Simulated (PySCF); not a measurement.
## Correlation energy of V⁺ (vanadium, charge +1)

[Ar] 3d4, high-spin 5D determinant. All numbers are calculated (PySCF 2.14, the non-relativistic Hamiltonian (point nucleus), in def2-TZVPPD (6s6p4d2f1g, 67 functions)). Frozen: [Ar]; 4 electrons correlated.

```tsv
level	correlation energy (mhartree)
CCSD	-50.95
(T)	-0.83
CCSD(T)	-51.78
```

Diagnostics: T1 = 0.010, D1 = 0.0147, largest double amplitude 0.029.

Cost of the coupled-cluster step: of the order of 4 core-seconds, for 4 correlated electrons.
